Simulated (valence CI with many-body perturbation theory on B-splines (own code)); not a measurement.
Which ion has this spectrum?

A relativistic CI+MBPT calculation for an atom or ion with 23 electrons gives these levels (cm⁻¹):

```tsv
J	Parity	E	g
5/2	even	0.0	1.80
5/2	even	87096	1.11
7/2	even	136524	1.12
3/2	even	140924	1.32
11/2	even	143671	1.18
9/2	even	157516	1.16
5/2	even	158131	1.10
1/2	even	168640	1.89
7/2	even	197560	1.21
5/2	even	205101	1.22
7/2	even	225819	1.16
11/2	even	227701	1.03
3/2	even	235130	0.92
1/2	even	239293	0.67
```

The energies are calculated, and their last digits are not significant.

**Question.** Which is it?
A. Te29+
B. I30+
C. Sn27+
D. Sb28+

**Answer.** A. Te29+, ground level (3d3/2^4 3d5/2) J=5/2 [a].
